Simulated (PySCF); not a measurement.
Species: C₂H₄GaO (charge -1).
Bonds: C1–C2 (double), C2–Ga3, Ga3–O4, C1–O4. Hydrogens: H5 on C1; H6 on C2; H7, H8 on Ga3.

The calculation used PySCF 2.14.0, PBE0-D3(BJ)/def2-SVP geometry optimisation, gas phase.

(1) How far are the bound atoms from Ga3?

(2) List the angles at Ga3.

(3) Describe the arrangement about Ga3 in numbers.

(4) What are the other bond lengths?

(5) Give some angles away from the centre.

(6) What are the rotational constants (commonest isotopes, rigid rotor)?

Answers

(1) 4 atoms: H8 1.614 Å, H7 1.614 Å, C2 1.997 Å, O4 2.015 Å. The nearest atom not counted as bound is C1, at 2.34 Å.

(2) 
```
    angle  degrees  distance of the outer atoms (Å)
C2–Ga3–H8    121.9                             3.16
C2–Ga3–H7    121.9                             3.16
H7–Ga3–H8    111.7                             2.67
O4–Ga3–H8    111.1                             3.00
O4–Ga3–H7    110.9                             3.00
C2–Ga3–O4     69.9                             2.30
```

(3) Angles from 69.9° to 121.9°; τ4 = (360° − α − β)/141° = 0.82 with α and β the two widest (0 for a square, 1 for a tetrahedron).

(4) C1=C2 1.357 Å; C1–O4 1.330 Å; C1–H5 1.115 Å; C2–H6 1.094 Å.

(5) C2–C1–O4 117.6°, C1–C2–Ga3 86.3°, C1–O4–Ga3 86.2°.

(6) A = 11181, B = 4626, C = 3432 MHz: an asymmetric top.

Point group: Cs (every atom within 0.08 Å of its image). Charge -1, singlet. The geometry's basis has no diffuse functions, a weakness for an anion. Stationary, but not proved a minimum.
